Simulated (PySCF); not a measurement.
**From computed data to an observable: oscillator strength and radiative lifetime**

difluoro(silyloxy)silane (F₂H₄OSi₂), SMILES F[SiH](O[SiH3])F.

Coordinates come from a B3LYP-D3(BJ)/def2-SVP optimisation. A frequency run showed that this geometry is not a minimum. Other conformers were not sampled.

TDDFT-B3LYP/def2-SVPD (PySCF) puts the first singlet state with f over 0.02 at 8.62 eV (vertical), with the transition dipole (0.146, -0.494, -0.051) in atomic units.

Q: Find the oscillator strength, the wavelength and the radiative lifetime that this transition would have in vacuum if emission retraced absorption.

A: 
|μ|² = 0.2680 au, so |μ| = 1.32 D. ΔE = 8.62/27.211 = 0.3168 hartree. f = (2/3) ΔE |μ|² = 0.057 (the program prints 0.057).
λ = 1239.84/8.62 = 144 nm; ν = 69525 cm⁻¹.
Einstein's coefficient A = 0.6670 ν² f s⁻¹ (ν in cm⁻¹) = 1.8e8 s⁻¹, so τ = 1/A = 5.5 ns. This state is S3; the lower singlets have f = 0.000, 0.004. The figure is the radiative limit of this one transition; relaxation, internal conversion, crossing to triplets and a medium change what is measured.
